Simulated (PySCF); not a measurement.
PySCF 2.14 output of an unrestricted B3LYP calculation on a single atom or ion in aug-cc-pVTZ-DK, with the spin-free X2C one-electron Hamiltonian (Gaussian nucleus):

```
SCF conv_tol = 1e-09
number electrons alpha = 20  beta = 18
    P. J. Stephens, F. J. Devlin, C. F. Chabalowski, and M. J. Frisch.,  J. Phys. Chem. 98, 11623 (1994)
cycle= 1 E= -3597.39241295875  delta_E= -0.00758  |g|= 0.0302  |ddm|= 0.851
cycle= 2 E= -3597.39513741617  delta_E= -0.00272  |g|= 0.022  |ddm|= 0.245
cycle= 3 E= -3597.39715446642  delta_E= -0.00202  |g|= 0.0269  |ddm|= 0.411
cycle= 4 E= -3597.39225097055  delta_E= 0.0049  |g|= 0.00738  |ddm|= 0.255
cycle= 5 E= -3597.39223782238  delta_E= 1.31e-05  |g|= 0.00357  |ddm|= 0.0224
cycle= 6 E= -3597.39224197614  delta_E= -4.15e-06  |g|= 0.00142  |ddm|= 0.0103
cycle= 7 E= -3597.39224265707  delta_E= -6.81e-07  |g|= 0.000118  |ddm|= 0.00693
cycle= 8 E= -3597.39224260644  delta_E= 5.06e-08  |g|= 4.84e-05  |ddm|= 0.00108
cycle= 9 E= -3597.3922425851  delta_E= 2.13e-08  |g|= 1.24e-05  |ddm|= 0.00046
cycle= 10 E= -3597.39224258375  delta_E= 1.35e-09  |g|= 4.63e-07  |ddm|= 0.00015
cycle= 11 E= -3597.39224258375  delta_E= 1.36e-12  |g|= 4.59e-08  |ddm|= 2e-06
converged SCF energy = -3597.39224258375  <S^2> = 2.0006928  2S+1 = 3.0004619
```

The run itself started from symmetry-adapted Hartree-Fock orbitals and held the occupation by maximum overlap, on a logarithmic radial grid, so the iterations belong to that start.

**Question.** Which element, charge and spin multiplicity is this?

**Answer.** Zr²⁺ (zirconium, charge +2), multiplicity 3; the state was [Kr] 4d1 5s1, high-spin 3D determinant (an excited configuration).
